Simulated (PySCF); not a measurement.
PySCF was given this input:
```python
from pyscf import gto, scf, dft

mol = gto.M(
    atom='''
F    -0.99621526    0.24724638    0.11745443
B     0.04267924   -0.54682470   -0.35213529
O     1.09406763    0.06361327    0.08794831
''',
    basis='cc-pvdz',
    spin=2,
    verbose=4,
)

mf = dft.UKS(mol)
mf.xc = 'blyp'
mf.kernel()
```

What is the computed HOMO energy (PySCF with BLYP/cc-pVDZ)?

-5.85 eV

What is the computed number of basis functions (BLYP/cc-pVDZ)?

42

Estimate the Mulliken (on the basis functions themselves) charges in atom order that BLYP/cc-pVDZ returns for this input.

F1 -0.04, B2 -0.03, O3 0.07

Predict the total energy from BLYP/cc-pVDZ.

-199.8251 Eh

What dipole moment does BLYP/cc-pVDZ give?

0.62 D

These values belong to the state on which the SCF converged, which isn't shown to be the lowest.
